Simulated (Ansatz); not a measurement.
One group Y is varied and pulled off as a radical: Y-Ge(OH)3. All species are isolated molecules in the gas phase. Each species was relaxed from one start; no search for lower structures was made at this level. Strings in code marks are SMILES.

The HOMO–LUMO gap from two functionals at the same geometries (B3LYP-D3(BJ)/def2-SVP), both in Ansatz (an electronic-structure program): PBE-D3(BJ)/def2-TZVP and CAM-B3LYP-D3(BJ)/def2-TZVP. 

```
species                                                 PBE-D3(BJ)/def2-TZVP (eV)
------------------------------------------------------  -------------------------
Y = isopropyl                                                                5.81
Y = n-butyl (`CCC[CH2][Ge]([OH])([OH])[OH]`)                                 5.98
Y = trifluoromethyl (`[OH][Ge]([OH])([OH])[C](F)(F)F`)                       6.10
Y = 2,2,2-trifluoroethyl                                                     6.34
```

Task: What does CAM-B3LYP-D3(BJ)/def2-TZVP give for each?

Result: 
- Y = isopropyl: 10.36
- Y = n-butyl (`CCC[CH2][Ge]([OH])([OH])[OH]`): 10.59
- Y = trifluoromethyl (`[OH][Ge]([OH])([OH])[C](F)(F)F`): 11.05
- Y = 2,2,2-trifluoroethyl: 11.39
Over these rows, drawn at random from the members with no instability flagged (it was tested for open shells, ions and some series alone), PBE minus CAM-B3LYP-D3(BJ): mean -4.79 eV, from -5.05 eV to -4.55 eV.
